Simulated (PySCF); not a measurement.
disilazane (H$_{7}$NSi$_{2}$), singlet, at a GFN2-xTB geometry. Base run: PBE/3-21G (PySCF).

Here is a job for PySCF.
```python
from pyscf import gto, scf, dft

mol = gto.M(
    atom='''
Si    1.493033   -0.294674    0.377757
N     0.071777   -0.112458   -0.595000
Si   -1.522670    0.358034   -0.109403
H     2.600860   -0.448419   -0.566127
H     1.616449    0.914355    1.188042
H     1.410228   -1.470968    1.253170
H     0.117434   -0.570145   -1.490852
H    -2.189297   -0.691900    0.671698
H    -2.257680    0.603145   -1.350981
H    -1.385520    1.564090    0.703100
''',
    basis='3-21g',
    charge=0,
    spin=0,
    verbose=4,
)

mf = dft.RKS(mol)
mf.xc = 'pbe'
mf.kernel()
mo_i, mo_e, stable_i, stable_e = mf.stability(internal=True, external=True, return_status=True, nroots=6, tol=1e-6)
print('internally stable:', stable_i, ' externally stable:', stable_e)
if not stable_e:
    umf = mf.to_uhf() if not hasattr(mf, 'xc') else mf.to_uks()
    umf.scf_summary = {}
    umf.kernel(umf.make_rdm1(mo_e, umf.mo_occ))
mf.analyze()
```

The bond that is stretched is that between atoms 5 and 1. A test that says stable can miss a lower solution.

Variants of this job, named by their change:

```csv
change,ΔE vs base (mEh),<S^2>,HOMO-LUMO gap (eV),stability test says,outcome
base,0.000,0.000,5.33,stable,converged
bond × 1.25,17.653,0.000,5.33,stable,converged
bond × 1.5,55.607,0.000,4.11,stable,converged
bond × 1.8,98.368,0.000,2.77,stable,converged
bond × 2.2,139.6,0.000,1.46,external instability,converged
bond × 3.0,-,-,-,-,not converged
```

Where a bond breaks into two radicals, a solution with restricted orbitals usually stops being the lowest and lies too high; an unrestricted one lies lower at the price of spin contamination, which <S^2> shows.
